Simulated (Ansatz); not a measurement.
Ansatz (an electronic-structure program) input (CCSD(T)/def2-SVPD):

Ansatz 0.2 input:
```yaml
crystal:
  periodic: [false, false, false]
  atoms:
    - {symbol: Ag, position_ang: [-0.00000000, -0.00000000, -1.78578351]}
    - {symbol: I, position_ang: [0.00000000, 0.00000000, 1.58361934]}
basis:
  gaussian:
    orbitals: def2-SVPD
magnetization: {spin_polarized: true, initial_magnetization: 2}
correlation: {method: ccsd_t, electrons: outside_noble_gas}
output: {forces: true}
```

Output:

```
Functional definition: HF
integrals: 0.08 GiB planned
776 factors; integrals over basis functions are off by at most 2.4e-4 eV
mean field: 0.28 GiB planned
mean field evaluation 1: about -12044.2984 eV, gradient 2.0e1 eV
mean field evaluation 2: about -12044.3305 eV, gradient 2.0e1 eV
mean field evaluation 4: about -12047.1715 eV, gradient 1.9e0 eV
mean field evaluation 8: about -12047.2677 eV, gradient 3.1e-1 eV
mean field evaluation 16: about -12047.2706 eV, gradient 8.3e-6 eV
mean field evaluation 32: about -12046.6121 eV, gradient 6.8e0 eV
mean field evaluation 64: about -12047.2692 eV, gradient 7.6e-2 eV
mean field evaluation 96: about -12047.0999 eV, gradient 8.1e-1 eV
mean field evaluation 128: about -12047.2706 eV, gradient 8.0e-3 eV
mean field evaluation 160: about -12043.1659 eV, gradient 5.8e-2 eV
mean field evaluation 192: about -12043.1606 eV, gradient 1.3e-1 eV
mean field evaluation 224: about -12043.1491 eV, gradient 2.5e-4 eV
mean field evaluation 256: about -12044.2897 eV, gradient 6.4e-1 eV
mean field evaluation 288: about -12044.0994 eV, gradient 2.5e-1 eV
mean field evaluation 320: about -12043.8467 eV, gradient 1.7e0 eV
mean field evaluation 352: about -12043.0571 eV, gradient 1.2e1 eV
mean field evaluation 384: about -12047.1105 eV, gradient 6.2e-4 eV
mean field evaluation 416: about -12044.2900 eV, gradient 3.0e-3 eV
mean field evaluation 448: about -12044.1405 eV, gradient 2.7e-1 eV
mean field evaluation 480: about -12044.1429 eV, gradient 2.4e-2 eV
mean field evaluation 512: about -12043.1625 eV, gradient 2.3e-2 eV
mean field evaluation 544: about -12043.1625 eV, gradient 6.6e-2 eV
mean field evaluation 576: about -12043.1466 eV, gradient 7.0e-1 eV
mean field evaluation 608: about -12043.1658 eV, gradient 1.7e-1 eV
mean field evaluation 640: about -12044.4928 eV, gradient 5.3e-4 eV
mean field -12047.27058334 eV, -442.7290280044 hartree, gradient 8.3e-6 eV, S^2 2.008721; 13 other end points of the search recorded, 0 dependent functions left out
determinant -12047.27058334 eV, -442.7290280044 hartree, with singles and doubles -12056.13383664 eV, -443.0547465556 hartree
determinant -12047.11054317 eV, -442.7231466366 hartree, with singles and doubles -12055.96757408 eV, -443.0486365192 hartree
determinant -12044.49281110 eV, -442.6269467575 hartree, with singles and doubles -12053.03943545 eV, -442.9410294093 hartree
determinant -12044.40509340 eV, -442.6237231913 hartree, with singles and doubles -12052.95213949 eV, -442.9378213419 hartree
determinant -12044.28999421 eV, -442.6194933743 hartree, with singles and doubles -12052.93647089 eV, -442.9372455314 hartree
determinant -12044.14319525 eV, -442.6140986120 hartree, with singles and doubles -12052.87530987 eV, -442.9349979055 hartree
determinant -12044.10115010 eV, -442.6125534814 hartree, with singles and doubles -12052.63721988 eV, -442.9262482597 hartree
determinant -12047.27058334 eV, -442.7290280044 hartree, with singles and doubles -12056.15235137 eV, -443.0554269594 hartree
determinant -12047.11054317 eV, -442.7231466366 hartree, with singles and doubles -12055.99174555 eV, -443.0495248044 hartree
13 core orbitals not correlated
reference -12047.27058334 eV, -442.7290280044 hartree; 10, 8 occupied and 46, 48 virtual orbitals, 776 factors
densities: 0.34 GiB planned
second order -8.72799474 eV of doubles, -0.00000000 eV of singles
coupled cluster: 0.26 GiB planned
cycle   1  -8.88176873 eV  change   -7.0e-7 eV  update   3.7e-6
cycle   2  -8.88176910 eV  change   -3.7e-7 eV  update   2.4e-6
cycle   3  -8.88176930 eV  change   -2.0e-7 eV  update   1.6e-6
cycle   4  -8.88176917 eV  change    1.4e-7 eV  update   5.9e-7
cycle   5  -8.88176911 eV  change    5.4e-8 eV  update   3.3e-7
cycle   6  -8.88176912 eV  change   -1.4e-8 eV  update   1.3e-7
cycle   7  -8.88176912 eV  change    5.5e-9 eV  update   6.2e-8
perturbative correction -0.20452642 eV, -0.0075162073 hartree
the calculation of the forces begins
Total energy: -12056.35687888 eV, -443.0629432065 hartree
Atom 0 at    -0.000000    -0.000000    -1.785784 Å, force    -0.000000     0.000000    -0.072320 eV/Å
Atom 1 at     0.000000     0.000000     1.583619 Å, force    -0.000000     0.000000     0.072320 eV/Å
Dipole moment:     0.000000     0.000000     0.308442 e Å
```

The spin state was set by rule; other spins were not relaxed.
